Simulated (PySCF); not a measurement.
**Simulated absorption spectrum**

Compound: C4H2ClFS.
SMILES: `Fc1csc(Cl)c1`

Computed with PySCF 2.14.0, density-fitted response routines, TDDFT CAM-B3LYP/def2-SVPD, vertical, gas phase, core orbitals frozen in the response. Geometry: GFN2-xTB; no solvent, vibrations or thermal averaging.

Computed states:

```csv
state,E (eV),f
S1,5.36,0.132
S2,5.72,0.0004
S3,5.95,0.123
S4,6.29,0.0002
S5,6.34,0.0002
S6,6.64,0.0019
S7,6.84,0.0009
S8,7.29,0.0005
```

Broadening: Gaussians 0.4 eV wide at half height, area fixed by f = 4.319×10⁻⁹ ∫ε dν̃. The cross-section is σ = 3.8235×10⁻²¹ ε cm², given in Mb (10⁻¹⁸ cm²). The width is an assumption, not a result. The curve ends short of the highest state used, and states not computed would add to its high-energy end.

(1) What does the envelope look like, and where are its maxima?

(2) On this curve, what absorbance would a 10⁻⁵ mol/L sample give at 193 nm over a 1 cm path?

(3) Coming from long wavelengths, where does ε first pass 100 L mol⁻¹ cm⁻¹?

Results:

(1) 
```csv
E (eV),σ (Mb)
4.76,0.07
4.83,0.27
4.89,0.76
4.96,2.17
5.02,4.66
5.09,9.74
5.16,17.16
5.22,24.38
5.29,31.36
5.36,34.08
5.42,32.12
5.49,26.07
5.56,19.20
5.62,15.35
5.69,15.07
5.76,19.23
5.82,24.65
5.89,30.10
5.95,31.74
6.02,29.02
6.09,22.44
6.15,15.75
6.22,8.95
6.29,4.37
6.35,2.17
6.42,0.99
6.49,0.63
6.55,0.59
6.62,0.63
6.69,0.65
```

Maxima: 231 nm (5.36 eV), ε about 8900, made up of S1 (100%); 209 nm (5.95 eV), ε about 8300, made up of S3 (100%); 186 nm (6.67 eV), ε about 170, made up of S6 (76%) and S7 (22%) (ε in L mol⁻¹ cm⁻¹; maxima over ε = 5, shares over 10%).

(2) 193 nm is 6.424 eV, where ε is about 250 L mol⁻¹ cm⁻¹, so A = ε c l ≈ 0.0025 (Beer–Lambert, with the gas-phase spectrum and the assumed width).

(3) At about 256 nm (4.85 eV), 0.51 eV below S1.

The run took 23 s on one thread, x86-64 server, shared host.
